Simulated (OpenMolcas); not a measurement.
Levels of Pt by method

```json
{
 "Program": "OpenMolcas",
 "Basis": "ANO-RCC-VQZP [9s8p6d4f2g1h]",
 "Scalar Hamiltonian": "DKH2, point nucleus",
 "Active space": "10 electrons in 6 orbitals (5d 6s)",
 "State averaging": "2S+1 = 3 even, 15 roots; 2S+1 = 1 even, 20 roots kept (CI in the orbitals of an earlier block)",
 "Spin-orbit coupling": "RASSI with atomic mean-field integrals over the reference wave functions, term energies averaged over their components"
}
```

Methods on the same reference wave functions:
A. CASSCF
B. SS-CASPT2, IPEA 0.25 Eh, imaginary shift 0.1 Eh (closed shells correlated: 5s 5p)
C. MS-CASPT2, IPEA 0.25 Eh, imaginary shift 0.1 Eh (closed shells correlated: 5s 5p)

Energies in cm⁻¹ above 5d⁹ 6s ³D₃, the measured ground level; measured values from NIST Handbook of Basic Atomic Spectroscopic Data.

```json
{"Level": "5d⁸ 6s² ³F₄", "A": "-1647", "B": "-1446", "C": "-1446", "Measured": "824"}
{"Level": "5d⁹ 6s ³D₃", "A": "0.0", "B": "0.0", "C": "0.0", "Measured": "0.0"}
{"Level": "5d⁹ 6s ¹D₂ [60 %]", "A": "635", "B": "-358", "C": "-372", "Measured": "776"}
{"Level": "5d⁸ 6s² ³F₃", "A": "7571", "B": "7870", "C": "7870", "Measured": "10117"}
{"Level": "5d⁹ 6s ³D₁", "A": "10570", "B": "10570", "C": "10570", "Measured": "10132"}
{"Level": "5d⁸ 6s² ³P₀ [69 %]", "A": "19523", "B": "20000", "C": "20000", "Measured": "16983"}
{"Level": "5d⁸ 6s² ³P₁", "A": "19802", "B": "16990", "C": "16990", "Measured": "18567"}
{"Level": "5d⁸ 6s² ¹G₄", "A": "22551", "B": "20300", "C": "20300", "Measured": "21967"}
{"Level": "5d¹⁰ ¹S₀ [69 %]", "A": "27345", "B": "4600", "C": "4600", "Measured": "6140"}
```

A puts 5d⁸ 6s² ³F₄ lowest. B puts 5d⁸ 6s² ³F₄ lowest. C puts 5d⁸ 6s² ³F₄ lowest.

Deviations, from unrounded energies. A percentage is the sum of absolute deviations over the sum of measured energies, with the sign that they share, or ± where signs differ.

```
                        Against measurement  Levels      A       B       C
             mean absolute deviation (cm-1)       8   3900    1700    1700
      fine structure of the ground term (%)       1   +4.3    +4.3    +4.3
other terms of the ground configuration (%)       1  -18.2  -146.1  -147.9
                   other configurations (%)       6  ±41.0   ±16.5   ±16.5
```

B, C lie about equally close to measurement and A furthest from it. The largest miss of B in the table is 5d⁸ 6s² ³P₀ [69 %], by +3000 cm-1. The ranking rests on the paired levels alone, and a cruder setting can come out closer through cancelling errors.

Between B and C the level of the table that moves most is 5d⁹ 6s ¹D₂ [60 %], by 14 cm-1 (lowest in C, highest in B). Moves below CASPT2's spread within the term are not significant.

The two smallest mean deviations differ by little beside CASPT2's spread within terms, so their order carries little weight.

The lowest spin-free term lies below A's lowest term by 0.642 hartree in B, 0.643 hartree in C.

CASPT2 breaks the degeneracy within a term, and the mean is taken; among the terms shown or strongly mixed into the levels shown the widest spread is 1400 cm-1 (5d⁸ 6s² ¹G, C). Over all roots computed the reference weight is 0.81 to 0.88 in B, 0.81 to 0.88 in C; the roots of lowest weight are the least certain, and an intruder state may touch them. Some levels mix across a computed gap that differs much from the measured one, so their mixing is not that of the real levels. Terms from blocks run as CI alone lack orbitals of their own. The lowest computed level is not the ground level that NIST lists (3D3). Configurations are named by rounded mean occupations; where the s occupation lies near a half they are strongly mixed, a name can repeat and a true partner stay unpaired. A single d shell beside an s shell can misplace configurations of different d count against each other. The lowest spin-free term belongs to 5d⁹ 6s, not to the configuration of the lowest level. The CASPT2 spread within a term exceeds the gap to the next term for 5d⁹ 6s ³D and 5d⁹ 6s ¹D, 5d¹⁰ ¹S and 5d⁸ 6s² ³F, so the order of their levels is uncertain, and so are names and mixing where such terms share a J (figures for B; the like holds for C). Without dynamic correlation excited terms often stand tens of per cent too high (terms of higher spin than the ground term too low), and those without a measured partner can miss by more than the paired ones (holds for A). Computed and measured levels are paired by configuration, term and J; levels that our copy of the source lacks, or whose pairing is in doubt (as where it misses far off the trend of its configuration), stay unpaired and out of the deviations. Only configurations of the active space appear. The table leaves out levels that lie high or whose names do not pair safely across all columns.

A share in square brackets marks a mixed level and gives the weight of the term that names it, the lowest over the columns.
